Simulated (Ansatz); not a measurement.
Geometry optimisation, Ansatz, UKS PBE/def2-SVP.

The input (input.yaml):

```yaml
crystal:
  periodic: [false, false, false]
  atoms:
    - { symbol: W, position_ang: [0.10871, 0.003343, 0.049093] }
    - { symbol: F, position_ang: [0.421184, 0.26396, 1.867855] }
    - { symbol: F, position_ang: [1.948799, 0.133087, -0.274845] }
    - { symbol: F, position_ang: [0.010584, 1.862096, -0.113713] }
    - { symbol: F, position_ang: [-1.738922, 0.010192, 0.357709] }
    - { symbol: O, position_ang: [0.194816, -1.832455, 0.233446] }
    - { symbol: H, position_ang: [0.234431, -2.787994, 0.394524] }
    - { symbol: F, position_ang: [-0.189932, -0.111097, -1.795741] }
    - { symbol: H, position_ang: [-0.608071, 0.091767, 3.723971] }
magnetization:
  spin_polarized: true
  initial_magnetization: 1
basis:
  gaussian: { orbitals: def2-SVP }
hamiltonian:
  xc: pbe
relax:
  f_tol: 0.03
  max_steps: 50
```

Launched with:

```bash
$ ansatz run input.yaml --threads 4 --pin off --max-ram 5120MiB --backend cpu --events-out ev --progress --plain --runs-dir out
```

**Question.** Where does it end, and by what steps?

**Answer.** It converged. The force dipped under the threshold on the way, but the program's further checks kept it going. After 9 steps the energy has fallen by 0.077 eV; H9 moved furthest, 0.85 Å.

```
step  energy less start (eV)  largest force component (eV/Å)  accepted
   0                  0.0000                           0.405       yes
   1                 -0.0258                           0.165       yes
   2                 -0.0553                           0.310       yes
   3                 -0.0680                           0.055       yes
   4                 -0.0737                           0.078       yes
   5                 -0.0752                           0.107       yes
   6                 -0.0765                           0.015       yes
   7                 -0.0767                           0.008       yes
   8                 -0.0768                           0.006       yes
   9                 -0.0768                           0.004       yes
```

```xyz
9
Properties=species:S:1:pos:R:3
W 0.177 0.020 -0.051
F 0.656 0.339 1.732
F 1.979 0.116 -0.548
F 0.077 1.872 -0.269
F -1.636 0.061 0.418
O 0.258 -1.810 0.194
H 0.250 -2.756 0.405
F -0.296 -0.159 -1.853
H -1.084 -0.049 4.413
```

Whether the end is a true minimum wasn't checked by a vibrational analysis.

The run took 33 s on 4 threads of Arm Neoverse V2 (shared host), peak memory 0.23 GiB.
